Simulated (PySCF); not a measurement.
**Correlation energy of Ga⁺ (gallium, charge +1)**

[Ar] 3d10 4s1 4p1, high-spin 3P determinant (an excited configuration). Calculation: PySCF 2.14, in x2c-TZVPPall; the spin-free X2C one-electron Hamiltonian (Gaussian nucleus). Frozen: [Ar] 3d10; 2 electrons correlated.

Total MP2 correlation energy: -2.38 mhartree.

Same-spin part -2.38 and opposite-spin part 0.00 mhartree; SCS-MP2 scales them by 1/3 and 6/5 to -0.79 mhartree.

The basis was made for the ground configuration and has no added diffuse functions, which can raise the energy of the promoted electron.
